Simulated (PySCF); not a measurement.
# Low-lying terms of Ga³⁺ (gallium, charge +3)

Ground state [Ar] 3d10, ¹S. All numbers are calculated (PySCF 2.14, scalar relativity through the core potential, in aug-cc-pVTZ-PP with ECP10MDF). Vertical excitation energies in eV without spin-orbit coupling; excited terms of each kind are numbered among those the solver found. Frozen: 3s2 3p6.

```csv
term,leading excitation,EOM-EE-CCSD
1 3D,3d → s,18.549
1 1D,3d → s,19.159
1 3P°,3d → p,27.731
1 3F°,3d → p,28.158
1 1F°,3d → p,28.466
1 1D°,3d → p,28.904
1 3D°,3d → p,28.906
1 1P°,3d → p,29.118
1 3G,3d → d,40.844
1 1G,3d → d,40.939
1 3F,3d → d,41.204
1 1F,3d → d,41.214
2 3D,3d → s,42.096
2 1D,3d → s,42.256
```

The solver can miss terms.
